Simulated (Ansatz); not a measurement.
Cost and result for the atomization energy of F₂H₅NO₂Si₂ (`O[SiH](O)N[SiH](F)F`) (12 atoms, 11 bonds).

```
atom    x (Å)    y (Å)    z (Å)
  O1   1.3178   0.5018  -1.9659
 Si2   0.8990   0.6934  -0.4020
  O3   1.6824  -0.4215   0.5056
  N4  -0.7817   0.3744  -0.2582
 Si5  -1.4867  -0.8801   0.6393
  F6  -3.0438  -0.5865   0.7262
  F7  -0.9048  -0.8701   2.1212
  H8   2.2023   0.7598  -2.2293
  H9   1.2281   2.0692   0.0437
 H10   1.6113  -0.3636   1.4603
 H11  -1.4216   0.9672  -0.7687
 H12  -1.3024  -2.2441   0.1279
```

The species carries charge 0 and has multiplicity 1. All single points use the PBE0-D4/def2-TZVP geometry. It is one conformer, not always the lowest. Program: Ansatz. All runs use 2 threads of an AMD EPYC 7R13 on a shared host and a share of an NVIDIA H100 80 GB. Times are those of one run each, without the atoms' runs, and a repeat can differ threefold. Electronic energies, without spin–orbit coupling; frozen cores. CCSD(T)/CBS adds CCSD(T) − MP2 in def2-TZVPP to the MP2 limit, and its time is that of the two runs behind it. T1 = 0.012. B3LYP takes the VWN-RPA correlation (the form of Gaussian; ORCA's B3LYP/G).

CCSD(T)/CBS is a level of theory with its own doubt, some kJ/mol a heavy atom from the limit and from the frozen cores, so smaller differences don't rank the functionals.

| level | functions | wall time | atomization (kcal/mol) | difference from CCSD(T)/CBS | per bond |
| --- | --- | --- | --- | --- | --- |
| r2SCAN-D4/def2-TZVPP (with forces) | 309 | 14 s | 1155.5 | -9.7 | -0.9 |
| MP2/def2-QZVPP | 575 | 16 s | 1185.8 | 20.6 | 1.9 |
| PBE-D4/def2-TZVPP (with forces) | 309 | 17 s | 1165.8 | 0.6 | 0.1 |
| B2PLYP/def2-TZVPP | 309 | 18 s | 1143.9 | -21.3 | -1.9 |
| CCSD(T)/def2-TZVPP | 309 | 20 s | 1125.7 | -39.5 | -3.6 |
| PBE0-D4/def2-TZVPP | 309 | 20 s | 1139.5 | -25.7 | -2.3 |
| ωB97M-V/def2-TZVPP (with forces) | 309 | 22 s | 1161.3 | -3.9 | -0.4 |
| ωB97X-V/def2-TZVPP | 309 | 23 s | 1160.7 | -4.5 | -0.4 |
| B3LYP-D4/def2-TZVPP (with forces) | 309 | 30 s | 1150.3 | -14.9 | -1.4 |
| CCSD(T)/CBS(def2) | – | 36 s | 1165.2 | 0.0 | 0.0 |

The D4 term adds +11.5 kcal/mol with B3LYP and +6.0 kcal/mol with PBE0; it sums over pairs of atoms, weighted by their polarisabilities, and B3LYP, whose exchange is more repulsive, gets the larger term. In def2-TZVPP, CCSD(T) changes the Hartree–Fock value by +298.0 kcal/mol (the triples alone add +17.4 kcal/mol) and MP2 by +333.9 kcal/mol; breaking electron pairs costs correlation energy, which Hartree–Fock lacks. From PBE to PBE0 (25 % exact exchange), in def2-TZVPP and without D4, the atomization energy moves by −25.1 kcal/mol: exact exchange takes away binding that semilocal exchange gives to molecules.
